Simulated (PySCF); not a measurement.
Si(OSiH3)(H)(F)(Me) (CH₇FOSi₂), SMILES [SiH3]O[SiH](C)F.

Geometry optimised at PBE0-D3(BJ)/def2-SVP. One conformer was computed; it need not be the lowest.

Level of theory: TDA-PBE/def2-SVPD in PySCF 2.14.0.

Vertical excitations. The molecule is in vacuum.

| state | energy (eV) | λ (nm) | f | main pairs |
|---|---|---|---|---|
| S1 | 6.57 | 189 | 0.005 | HOMO→LUMO 99 % |
| S2 | 7.02 | 177 | 0.002 | HOMO−1→LUMO 99 % |
| S3 | 7.22 | 172 | 0.008 | HOMO→LUMO+1 99 % |
| S4 | 7.50 | 165 | 0.002 | HOMO−2→LUMO 94 % |
| S5 | 7.54 | 164 | 0.024 | HOMO→LUMO+2 92 % |
| S6 | 7.66 | 162 | 0.025 | HOMO−1→LUMO+1 94 % |
| S7 | 7.78 | 159 | 0.038 | HOMO→LUMO+3 93 % |
| S8 | 7.93 | 156 | 0.003 | HOMO→LUMO+4 87 % |
| S9 | 7.99 | 155 | 0.036 | HOMO−1→LUMO+2 90 % |
| S10 | 8.08 | 153 | 0.020 | HOMO→LUMO+5 86 % |
| T1 | 6.34 | 196 | 0 | HOMO→LUMO 99 % |
| T2 | 6.68 | 185 | 0 | HOMO−1→LUMO 99 % |
| T3 | 7.06 | 176 | 0 | HOMO→LUMO+1 98 % |
| T4 | 7.23 | 172 | 0 | HOMO−2→LUMO 96 % |
Triplets are in the Tamm–Dancoff approximation.
